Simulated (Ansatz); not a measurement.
`C=C[SiH](F)Br` → `C=CBr` + `F[SiH]` at 400 K and 1 bar (silylene formation by 1,1-elimination).

Gas-phase electronic energies from Ansatz, PBE0-D4/def2-TZVP geometries. CCSD(T)/CBS is the MP2 limit (def2-TZVPP, def2-QZVPP) plus CCSD(T) − MP2 in def2-TZVPP, frozen cores. This one scheme is used for every species. For Br outer-core shells are correlated without core-valence functions, which leaves a few kJ/mol of doubt a bond. Scalar relativity is left out up to krypton. Each species was taken in one conformer, which may not be the lowest.

```json
{"species": "`C=C[SiH](F)Br`", "CCSD(T)/CBS energy (Eh)": "-3040.80170", "H − E (kJ/mol)": "177.3", "S (J/(mol·K))": "382.9"}
{"species": "`C=CBr`", "CCSD(T)/CBS energy (Eh)": "-2651.19815", "H − E (kJ/mol)": "129.0", "S (J/(mol·K))": "292.5"}
{"species": "`F[SiH]`", "CCSD(T)/CBS energy (Eh)": "-389.46371", "H − E (kJ/mol)": "36.4", "S (J/(mol·K))": "250.8"}
```

H − E and S are ideal-gas, rigid-rotor, harmonic terms from PBE0-D4/def2-TZVP, for one conformer and one mirror image of each species. 1 Eh = 2625.50 kJ/mol, R = 8.31446 J/(mol·K).

Task: By hand: ΔE, ΔH, ΔS and ΔG.

Result: ΔE = (-2651.19815) + (-389.46371) − (-3040.80170) = 0.13984 Eh = 367.1 kJ/mol. Δ(H − E) = 129.0 + 36.4 − 177.3 = -11.9, so ΔH = 355.2 kJ/mol. ΔS = 292.5 + 250.8 − 382.9 = 160.4 J/(mol·K). ΔG = 355.2 − 400 × (160.4)/1000 = 291.0 kJ/mol.

Task: By hand: the equilibrium constant, and the temperature at which ΔG would vanish if ΔH and ΔS stayed fixed.

Result: log₁₀ K = −ΔG/(RT ln 10) = -38.0. ΔG = 0 at ΔH/ΔS = 2214 K.

The number of gas molecules changes by +1, which sets the sign of ΔS. A doubt of 5 kJ/mol in ΔE shifts log₁₀ K by 0.7 here. Other conformers and mirror images would add mixing entropy, several J/(mol·K) or more a flexible species. These are equilibria of isolated gas molecules and say nothing of rates. Largest T1 diagnostic: 0.015 (customary marks: 0.02 for closed shells, 0.045 for open ones).
